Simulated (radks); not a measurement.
Kinetic energies: the exact non-interacting value of the Kohn-Sham orbitals and orbital-free approximations, in hartree. Species: Lu+ [Xe] 4f14 6s2; Rb4+ [Ar] 3d10 4s2 4p3. All-electron calculation, non-relativistic Kohn-Sham, PBE, spin-polarised, spherical densities, point nucleus. Program: a radial shooting solver on a logarithmic mesh with Libxc functionals. Every spin shell is full or empty, so the densities are truly spherical. Functionals are evaluated on that one density, not self-consistently.

\begin{tabular}{lrr}
functional & Lu+ & Rb4+ \\ \hline
exact & 13851.6 & 2933.74 \\
Thomas-Fermi & 13178 & 2762.7 \\
TF + vW & 18290 & 4113.8 \\
TF + vW/9 & 13746 & 2912.9 \\
APBEK & 13850 & 2937.2 \\
revAPBEK & 13870 & 2943.5 \\
Perdew 92 & 13747 & 2913.1 \\
Thakkar & 13740 & 2919.6 \\
Pearson & 13723 & 2902.8 \\
LKT & 16152 & 3568.7 \\
Ernzerhof & 13777 & 2922.9 \\
\end{tabular}
